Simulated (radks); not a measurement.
Task: Spherical jellium clusters: N electrons in a uniform positive sphere of charge N and radius rs N^(1/3), rs = 2.2 bohr. Method: non-relativistic Kohn-Sham, LDA (Slater exchange, Perdew-Wang correlation), spin-polarised, spherical densities; computed with a radial shooting solver with Libxc functionals. Levels are named by radial order and angular momentum (1s, 1p, 1d, 2s, ...), and open shells are averaged over m. At N = 14 the configuration is 1s2 1p6 1d(up 5, down 0) 2s(up 1, down 0). The background grows by one charge. Does electron 15 go into 2s down or 1d down or 2p up?

Result: Into 1d down. The total energies of the other choices lie higher by 0.609 eV (2s down), 2.50 eV (2p up).
